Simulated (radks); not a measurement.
All-electron atom: N2.5+ in [He] 2s2 2p(1/2: 0.5, 3/2: 0) (fractional occupations, a model configuration). Calculated with a radial shooting solver on a logarithmic mesh with Libxc functionals: Dirac Kohn-Sham, BLYP, spin-unpolarised, spherical densities, finite nucleus; Fermi nuclear charge, rms radius 2.5582 fm.

X-ray form factor f0, the Fourier transform of the density (f0(0) = 4.5):

| sin(theta)/lambda (1/angstrom) | f0 (electrons) |
|---|---|
| 0.05 | 4.429 |
| 0.1 | 4.227 |
| 0.15 | 3.927 |
| 0.2 | 3.572 |
| 0.25 | 3.202 |
| 0.3 | 2.852 |
| 0.4 | 2.284 |
| 0.5 | 1.911 |
| 0.6 | 1.685 |
| 0.8 | 1.444 |
| 1 | 1.274 |
| 1.25 | 1.062 |
| 1.5 | 0.859 |
| 2 | 0.536 |
